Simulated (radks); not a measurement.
Task: The selenium ion Se8+ is in [Ar] 3d8. Calculated with a radial shooting solver on a logarithmic mesh with Libxc functionals: non-relativistic Kohn-Sham, PBE, spin-polarised, spherical densities, point nucleus. Open shells are filled with parallel spins first. One electron is removed from 3p, 2p, 3s, 3d in turn, with full relaxation. Which removal costs least, and what does each cost?

Result: 3d 222.08 eV; 3p 319.58 eV; 3s 374.79 eV; 2p 1612.5 eV. The 3d electron leaves first.
